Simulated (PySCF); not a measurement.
# ZrI₃: PBE0 against B3LYP

Base calculation in PySCF with density fitting and no spin–orbit coupling, PBE0/def2-TZVP (scalar-relativistic core potentials): doublet, D3h, Zr–I 2.687 Å (×3); wavenumbers 41 (×2), 45, 157, 266 (×2) cm⁻¹; polar-tensor charge of Zr 1.42 e, atomisation energy (no zero-point energy) 1137 kJ/mol.

Question: What changes on going to B3LYP/def2-TZVP (scalar-relativistic core potentials)?

Answer: The point group stays the same. Changes: mean bond to Zr +0.024 Å, highest wavenumber -8 cm⁻¹, lowest wavenumber +2 cm⁻¹, polar-tensor charge of Zr -0.01 e, atomisation energy (no zero-point energy) -61 kJ/mol. The new structure has Zr–I 2.711 Å (×3), with wavenumbers 43 (×2), 48, 152, 258 (×2) cm⁻¹.

Open d or f shells are single determinants, so the state found may not be the ground state. Only the bonding shown was studied: isomers, or loss of a ligand pair, can lie lower.
